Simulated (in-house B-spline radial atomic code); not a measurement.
Radial electron density of the samarium ion Sm⁺, [Xe] 4f6 6s1. Method: scalar-relativistic (X2C) PW91, spin-polarised, spherical fractional occupations, Fermi nucleus of rms radius 5.0819 fm. Calculated with a radial B-spline atomic code at the basis-set limit.

One-electron X2C: radii and densities carry no picture-change correction, so inner-shell <1/r> comes out high (for 1s by about 2 % at Z = 33, 5 % at 54, 10 % at 75, 30 % at 118) and <r> low.

Columns: r (bohr), 4πr²n(r) (electrons per bohr), bar.

```
0.000636    2.844 #
0.000798    3.997 ##
   0.001    5.579 ##
 0.00125    7.718 ###
 0.00157    10.67 ####
 0.00197    14.61 ######
 0.00248    19.85 ########
  0.0031    26.35 ###########
 0.00389     34.5 ##############
 0.00488    44.14 ##################
 0.00612    54.83 ######################
 0.00768    65.73 ###########################
 0.00963    75.34 ###############################
  0.0121    81.91 #################################
  0.0151    83.78 ##################################
   0.019    80.79 #################################
  0.0238    75.22 ###############################
  0.0299    71.94 #############################
  0.0375    76.46 ###############################
   0.047    89.71 ####################################
  0.0589    104.4 ##########################################
  0.0739    108.4 ############################################
  0.0926    97.03 #######################################
   0.116     82.8 ##################################
   0.146    83.48 ##################################
   0.183    94.29 ######################################
   0.229     88.9 ####################################
   0.287    61.06 #########################
    0.36    39.45 ################
   0.452    41.19 #################
   0.567    45.03 ##################
   0.711    34.29 ##############
   0.891    19.98 ########
    1.12     12.6 #####
     1.4     9.49 ####
    1.76    6.112 ##
    2.21    2.928 #
    2.77    1.177 
    3.47   0.5484 
    4.35   0.2889 
    5.45   0.1164 
    6.84  0.02981 
    8.58 0.004174 
    10.8 0.0002142 
    13.5 4.803e-06
```

On this grid the curve has 4 maxima, near 0.0151, 0.0739, 0.183, 0.567 bohr.

The 4f up radial function P(r) = rR(r), positive near the nucleus:

```json
{"r (bohr)": "0.0299", "P": "0.001293"}
{"r (bohr)": "0.047", "P": "0.006068"}
{"r (bohr)": "0.0739", "P": "0.02554"}
{"r (bohr)": "0.116", "P": "0.09148"}
{"r (bohr)": "0.183", "P": "0.2681"}
{"r (bohr)": "0.287", "P": "0.5887"}
{"r (bohr)": "0.452", "P": "0.9274"}
{"r (bohr)": "0.711", "P": "0.994"}
{"r (bohr)": "1.12", "P": "0.7431"}
{"r (bohr)": "1.76", "P": "0.4092"}
{"r (bohr)": "2.77", "P": "0.1669"}
{"r (bohr)": "4.35", "P": "0.04824"}
{"r (bohr)": "6.84", "P": "0.007344"}
```
